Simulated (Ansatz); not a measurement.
Gas-phase electronic energies from Ansatz, PBE0-D4/def2-TZVP geometries. CBS: MP2 limit from def2 TZ/QZ plus the TZ coupled-cluster correction, frozen cores. This one scheme is used for every species. DFT in def2-TZVPP. B3LYP here is the variant with VWN-RPA as its local correlation; programs differ in this. One conformer a species, not always the lowest.

Consider the substitution at a C–N bond: `CC(N)N[SiH3]` + H₂S → `CC(N)S` + `N[SiH3]`.

```json
{"level": "PBE-D4", "ΔE (kJ/mol)": "-1.6", "difference from CCSD(T)/CBS": "0.6"}
{"level": "ωB97M-V", "ΔE (kJ/mol)": "0.1", "difference from CCSD(T)/CBS": "2.3"}
{"level": "B2PLYP", "ΔE (kJ/mol)": "-2.2", "difference from CCSD(T)/CBS": "0.0"}
{"level": "PBE", "ΔE (kJ/mol)": "-4.2", "difference from CCSD(T)/CBS": "-2.0"}
{"level": "r2SCAN", "ΔE (kJ/mol)": "-2.1", "difference from CCSD(T)/CBS": "0.1"}
{"level": "B3LYP", "ΔE (kJ/mol)": "-2.7", "difference from CCSD(T)/CBS": "-0.5"}
{"level": "CCSD/def2-TZVPP", "ΔE (kJ/mol)": "3.1", "difference from CCSD(T)/CBS": "5.3"}
{"level": "CCSD(T)/def2-TZVPP", "ΔE (kJ/mol)": "2.4", "difference from CCSD(T)/CBS": "4.6"}
{"level": "SCS-MP2/def2-QZVPP", "ΔE (kJ/mol)": "-3.7", "difference from CCSD(T)/CBS": "-1.5"}
{"level": "MP2/CBS(def2)", "ΔE (kJ/mol)": "-6.7", "difference from CCSD(T)/CBS": "-4.5"}
{"level": "CCSD(T)/CBS", "ΔE (kJ/mol)": "-2.2", "difference from CCSD(T)/CBS": "0"}
```

Largest T1 diagnostic among the species: 0.010.

The D4 term adds +3.6 kJ/mol with B3LYP and +2.5 kJ/mol with PBE0; it sums over pairs of atoms, weighted by their polarisabilities, and B3LYP, whose exchange is more repulsive, gets the larger term.
